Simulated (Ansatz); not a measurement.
Geometry optimisation, UKS r2SCAN-D4/def2-SVP in Ansatz.

input.yaml

```yaml
crystal:
  periodic: [false, false, false]
  atoms:
    - { symbol: Ga, position_ang: [-0.6248, 0.8616, -0.2152] }
    - { symbol: Cl, position_ang: [1.4253, -0.7019, 0.2552] }
    - { symbol: H, position_ang: [0.6213, -0.3359, -1.2567] }
    - { symbol: H, position_ang: [-1.4218, 0.1762, 1.2168] }
magnetization:
  spin_polarized: true
basis:
  gaussian: { orbitals: def2-SVP }
hamiltonian:
  xc: r2scan
  dispersion: d4
relax:
  f_tol: 0.15
  max_steps: 25
  restrain:
    - { distance: [2, 1], at: 1.33, k: 30.0 }
    - { distance: [0, 1], at: 3.54, k: 30.0 }
    - { distance: [0, 2], at: 2.83, k: 30.0 }
```

Launched with:

```bash
$ ansatz run input.yaml --threads 2 --pin off --max-ram 3072MiB --backend cpu --events-out ev --progress --plain --runs-dir out
```

Problem. Where does it end, and by what steps?

Solution. The run converged. The restraints hold the end off the free minimum. After 10 steps the energy has fallen by 0.912 eV (the restraints' own energy left out); Cl2 moved furthest, 0.70 Å. Joined: Cl2–H3 (1.75 → 1.31 Å).

| step | energy less start (eV) | largest force component (eV/Å) | accepted |
| --- | --- | --- | --- |
| 0 | 0.0000 | 1.853 | yes |
| 1 | 0.0428 | 2.716 | yes |
| 2 | -0.2782 | 3.071 | yes |
| 3 | -0.8017 | 1.248 | yes |
| 4 | -0.8635 | 0.481 | yes |
| 5 | -0.8798 | 0.725 | yes |
| 6 | -0.9033 | 0.478 | yes |
| 7 | -0.9064 | 0.448 | yes |
| 8 | -0.8791 | 0.903 | no |
| 9 | -0.9076 | 0.480 | yes |
| 10 | -0.9115 | 0.372 | yes |

```xyz
4
Properties=species:S:1:pos:R:3
Ga -1.166 0.878 -0.114
Cl 1.741 -1.134 -0.202
H 1.202 -0.328 -1.088
H -1.777 0.584 1.404
```

The run took 15 s on 2 threads of Intel(R) Xeon(R) 6975P-C (Granite Rapids), with other jobs on the host, peak memory 0.18 GiB.
